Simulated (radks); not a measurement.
Bi3+, 80 electrons, occupied as [Hg] (the NIST ground configuration). Method: scalar-relativistic Kohn-Sham, PBEsol, spin-polarised, spherical densities, point nucleus; computed with a radial shooting solver on a logarithmic mesh with Libxc functionals. Some entries of the table are withheld. Estimate them.

orbital,occ.,eigenvalue (eV),<r^2> (bohr^2)
1s,2,-90686.33,0.0003460
2s,2,-16317.15,0.005243
2p,6,-13960.40,0.004487
3s,2,-3959.959,0.03370
3p,6,-3286.880,0.03503
3d,10,-2611.518,(1)
4s,2,-930.2449,0.1604
4p,6,(2),0.1842
4d,10,-458.0285,0.2060
5s,2,-185.8537,0.7722
4f,14,-180.7834,0.2321
5p,6,-123.8462,1.011
5d,10,-54.8433,1.709
6s,2,-40.0868,(3)
6p,0,-27.5930,(4)
6d,0,-15.0927,14.51

Answer. 
(1) 3d <r^2> (bohr^2): 0.02902
(2) 4p eigenvalue (eV): -709.7535
(3) 6s <r^2> (bohr^2): 4.501
(4) 6p <r^2> (bohr^2): 6.818
